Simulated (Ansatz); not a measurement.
`[OH][GeH2][SnH3]` + HBr → `[Br][SnH3]` + `[OH][GeH3]` at 500 K and 1 bar (cleavage of the Sn–Ge bond).

Program: Ansatz. Geometries: PBE0-D4/def2-TZVP. ΔE: electronic, gas phase. CCSD(T)/CBS adds triple-zeta CCSD(T) − MP2 to the extrapolated MP2 energy (def2 sets, frozen cores). Elements past krypton have def2 core potentials. For Br, Ge, Sn outer-core shells are correlated without core-valence functions, which leaves a few kJ/mol of doubt a bond. Scalar relativity is left out up to krypton. Each species was taken in one conformer, which may not be the lowest.

```
           species  CCSD(T)/CBS energy (Eh)  H − E (kJ/mol)  S (J/(mol·K))
`[OH][GeH2][SnH3]`              -2368.92338           176.8          427.0
               HBr              -2573.91920            30.5          213.7
      `[Br][SnH3]`              -2789.16986            82.6          323.4
      `[OH][GeH3]`              -2153.69723           124.0          309.0
```

H − E and S are ideal-gas, rigid-rotor, harmonic terms from PBE0-D4/def2-TZVP, for one conformer and one mirror image of each species. 1 Eh = 2625.50 kJ/mol, R = 8.31446 J/(mol·K).

By hand: ΔE, ΔH, ΔS and ΔG.

ΔE = (-2789.16986) + (-2153.69723) − (-2368.92338) − (-2573.91920) = -0.02451 Eh = -64.4 kJ/mol. Δ(H − E) = 82.6 + 124.0 − 176.8 − 30.5 = -0.7, so ΔH = -65.1 kJ/mol. ΔS = 323.4 + 309.0 − 427.0 − 213.7 = -8.3 J/(mol·K). ΔG = -65.1 − 500 × (-8.3)/1000 = -60.9 kJ/mol.

By hand: the equilibrium constant, and the temperature at which ΔG would vanish if ΔH and ΔS stayed fixed.

log₁₀ K = −ΔG/(RT ln 10) = 6.4. ΔG = 0 at ΔH/ΔS = 7843 K, far beyond where these terms or the molecules hold.

The number of gas molecules stays the same, so ΔS is small and ΔH decides. A doubt of 5 kJ/mol in ΔE shifts log₁₀ K by 0.5 here. Other conformers and mirror images would add mixing entropy, several J/(mol·K) or more a flexible species. Modes under 60 cm⁻¹, often nearly free rotors, make the harmonic entropy too high. These are equilibria of isolated gas molecules and say nothing of rates. Largest T1 diagnostic: 0.013 (customary marks: 0.02 for closed shells, 0.045 for open ones).
